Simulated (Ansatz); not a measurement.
## Molecular dynamics of BFGeH4

input.yaml

```yaml
crystal:
  periodic: [false, false, false]
  atoms:
    - { symbol: F, position_ang: [-1.554916, -1.45938, 0.508022] }
    - { symbol: B, position_ang: [-0.305663, -1.203244, 0.188478] }
    - { symbol: Ge, position_ang: [0.265911, 0.795815, -0.151945] }
    - { symbol: H, position_ang: [0.438138, -2.143826, 0.114512] }
    - { symbol: H, position_ang: [1.734099, 0.890649, -0.594705] }
    - { symbol: H, position_ang: [0.095764, 1.622778, 1.133708] }
    - { symbol: H, position_ang: [-0.612133, 1.429207, -1.24377] }
basis:
  gaussian: { orbitals: def2-SVP }
hamiltonian:
  xc: hf
md:
  timestep: 0.25
  n_steps: 100
  ensemble: nve_milne
  temperature: 300.0
  initial_velocities: maxwell_boltzmann
  seed: 954344
scf:
  lower_state_search: "off"
```

Run as:

```bash
$ ansatz run input.yaml --threads 1 --pin off --max-ram 2048MiB --backend cpu --events-out ev --progress --plain --runs-dir out
```

It starts from a relaxed structure.

Output, in part (one step line in 4, the closing report, with atoms numbered from 0):

```
md step     0: t =     0.00 fs  T =   300.0 K  F+E_penalty+E_count = -59905.36055031 eV  E_kin = 0.193890 eV  conserved = -59905.16666031 eV  (24 SCF iters)
md step     4: t =     1.00 fs  T =   278.9 K  F+E_penalty+E_count = -59905.34694360 eV  E_kin = 0.180284 eV  conserved = -59905.16665950 eV  (26 SCF iters)
md step     8: t =     2.00 fs  T =   231.0 K  F+E_penalty+E_count = -59905.31595281 eV  E_kin = 0.149293 eV  conserved = -59905.16665976 eV  (26 SCF iters)
md step    12: t =     3.00 fs  T =   191.3 K  F+E_penalty+E_count = -59905.29032780 eV  E_kin = 0.123668 eV  conserved = -59905.16665936 eV  (27 SCF iters)
md step    16: t =     4.00 fs  T =   182.3 K  F+E_penalty+E_count = -59905.28451123 eV  E_kin = 0.117852 eV  conserved = -59905.16665922 eV  (27 SCF iters)
md step    20: t =     5.00 fs  T =   194.5 K  F+E_penalty+E_count = -59905.29235690 eV  E_kin = 0.125698 eV  conserved = -59905.16665935 eV  (27 SCF iters)
md step    24: t =     6.00 fs  T =   203.6 K  F+E_penalty+E_count = -59905.29824836 eV  E_kin = 0.131590 eV  conserved = -59905.16665792 eV  (27 SCF iters)
md step    28: t =     7.00 fs  T =   196.2 K  F+E_penalty+E_count = -59905.29347976 eV  E_kin = 0.126821 eV  conserved = -59905.16665893 eV  (27 SCF iters)
md step    32: t =     8.00 fs  T =   175.3 K  F+E_penalty+E_count = -59905.27997580 eV  E_kin = 0.113317 eV  conserved = -59905.16665883 eV  (27 SCF iters)
md step    36: t =     9.00 fs  T =   152.2 K  F+E_penalty+E_count = -59905.26505674 eV  E_kin = 0.098399 eV  conserved = -59905.16665812 eV  (27 SCF iters)
md step    40: t =    10.00 fs  T =   138.1 K  F+E_penalty+E_count = -59905.25589360 eV  E_kin = 0.089235 eV  conserved = -59905.16665847 eV  (27 SCF iters)
md step    44: t =    11.00 fs  T =   137.4 K  F+E_penalty+E_count = -59905.25543605 eV  E_kin = 0.088778 eV  conserved = -59905.16665846 eV  (27 SCF iters)
md step    48: t =    12.00 fs  T =   144.2 K  F+E_penalty+E_count = -59905.25985619 eV  E_kin = 0.093197 eV  conserved = -59905.16665939 eV  (27 SCF iters)
md step    52: t =    13.00 fs  T =   145.9 K  F+E_penalty+E_count = -59905.26096900 eV  E_kin = 0.094311 eV  conserved = -59905.16665825 eV  (27 SCF iters)
md step    56: t =    14.00 fs  T =   136.4 K  F+E_penalty+E_count = -59905.25480655 eV  E_kin = 0.088148 eV  conserved = -59905.16665832 eV  (27 SCF iters)
md step    60: t =    15.00 fs  T =   123.9 K  F+E_penalty+E_count = -59905.24673049 eV  E_kin = 0.080070 eV  conserved = -59905.16666022 eV  (27 SCF iters)
md step    64: t =    16.00 fs  T =   118.4 K  F+E_penalty+E_count = -59905.24317090 eV  E_kin = 0.076511 eV  conserved = -59905.16665989 eV  (27 SCF iters)
md step    68: t =    17.00 fs  T =   115.3 K  F+E_penalty+E_count = -59905.24121011 eV  E_kin = 0.074550 eV  conserved = -59905.16665983 eV  (27 SCF iters)
md step    72: t =    18.00 fs  T =   103.5 K  F+E_penalty+E_count = -59905.23355735 eV  E_kin = 0.066898 eV  conserved = -59905.16665925 eV  (27 SCF iters)
md step    76: t =    19.00 fs  T =    83.5 K  F+E_penalty+E_count = -59905.22060519 eV  E_kin = 0.053946 eV  conserved = -59905.16665887 eV  (27 SCF iters)
md step    80: t =    20.00 fs  T =    69.5 K  F+E_penalty+E_count = -59905.21154489 eV  E_kin = 0.044886 eV  conserved = -59905.16665887 eV  (27 SCF iters)
md step    84: t =    21.00 fs  T =    75.2 K  F+E_penalty+E_count = -59905.21524086 eV  E_kin = 0.048583 eV  conserved = -59905.16665819 eV  (26 SCF iters)
md step    88: t =    22.00 fs  T =   101.1 K  F+E_penalty+E_count = -59905.23198886 eV  E_kin = 0.065330 eV  conserved = -59905.16665841 eV  (26 SCF iters)
md step    92: t =    23.00 fs  T =   132.3 K  F+E_penalty+E_count = -59905.25216919 eV  E_kin = 0.085511 eV  conserved = -59905.16665828 eV  (26 SCF iters)
md step    96: t =    24.00 fs  T =   147.4 K  F+E_penalty+E_count = -59905.26194521 eV  E_kin = 0.095286 eV  conserved = -59905.16665890 eV  (27 SCF iters)
md step   100: t =    25.00 fs  T =   134.3 K  F+E_penalty+E_count = -59905.25347120 eV  E_kin = 0.086813 eV  conserved = -59905.16665826 eV  (27 SCF iters)
Total energy: -59905.25347120 eV, -2201.4774598273 hartree
Atom 0 at    -1.544944    -1.420457     0.482058 Å, force     0.163011    -0.199321    -0.157751 eV/Å
Atom 1 at    -0.271011    -1.196089     0.215412 Å, force    -0.462293     0.237848     0.164052 eV/Å
Atom 2 at     0.256876     0.785354    -0.157564 Å, force     0.452083    -0.473434    -0.042105 eV/Å
Atom 3 at     0.503844    -2.073618     0.430137 Å, force     0.115967    -0.293314    -0.098620 eV/Å
Atom 4 at     1.692655     0.958639    -0.648723 Å, force     0.147758    -0.004754    -0.090380 eV/Å
Atom 5 at     0.207250     1.266046     1.278956 Å, force    -0.035405     0.511154     0.436118 eV/Å
Atom 6 at    -0.656423     1.591161    -1.045220 Å, force    -0.381121     0.221821    -0.211315 eV/Å
Dipole moment:     0.133119    -0.045227    -0.099948 e Å
```

The run went to its last step. The conserved energy stayed within 0.00029 meV per atom of its start (net change 0.00029 meV per atom), so the integration is sound. A run of 0.025 ps of so small a system gives no equilibrium averages.

The same pairs are bonded in the first frame and the last. Pairs count as bonded within 1.25 times the sum of covalent radii (0.12 Å more for H–H).

Last frame:

```xyz
7
Properties=species:S:1:pos:R:3
F -1.545 -1.421 0.482
B -0.271 -1.196 0.215
Ge 0.257 0.785 -0.158
H 0.504 -2.074 0.430
H 1.693 0.959 -0.649
H 0.207 1.266 1.279
H -0.656 1.591 -1.045
```

Run time: 72 s on 1 CPU thread of a shared host.
